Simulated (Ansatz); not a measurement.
```
atom    x (Å)    y (Å)    z (Å)
   C  -0.0099  -0.0206  -0.6280
   O  -0.0608  -0.0736   0.7598
   H  -0.0077  -1.0539  -1.0467
   H  -0.8778   0.4685  -1.0031
   H   0.8725   0.4384  -1.1209
   H   0.0139   0.8547   1.0820
```

Basis set: STO-3G (spherical functions). Correlated methods keep 2 orbitals frozen. Charge 0, multiplicity 1.

Computed with Ansatz (development build ahead of 0.2.0); each method stands on the lowest determinant of its kind that the runs found. Restricted open shells among the atoms or ions are ROHF, correlated in semicanonical orbitals with singles.

The atomization energy at this shape (free ground-state atoms in the same class of orbitals less the molecule, no zero-point energy) of singlet CH₄O:

```
method  atomization energy
   RHF     423.15 kcal/mol
```

Question: What does RHF-MP2 give?

Answer: 472.20 kcal/mol.

This basis has no polarisation functions and is too small for such energies, which can lie far from measured ones in either direction.
